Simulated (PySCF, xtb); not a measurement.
W(NH)(S)(NH2)2 (H₅N₃SW), SMILES [S]=[W]([NH2])(=[NH])[NH2], multiplicity 1.

GFN2-xTB (xtb) at its own geometry gives an orbital gap of 2.42 eV and a dipole moment of 6.11 D.

Geometry optimised at PBE0-D3(BJ)/def2-SVP. The spin state was assumed, not searched. The structure was generated by enumeration; whether it is a known compound was not checked. The def2 effective core potentials stand for the cores of W; spin–orbit coupling is left out. Other conformers were not sampled.

Q: What does PySCF with PBE/def2-TZVP give? (Estimate from the structure and the level; the computed values follow.)

A: gap 3.49 eV (levels -5.67 and -2.18 eV), dipole 3.30 D.
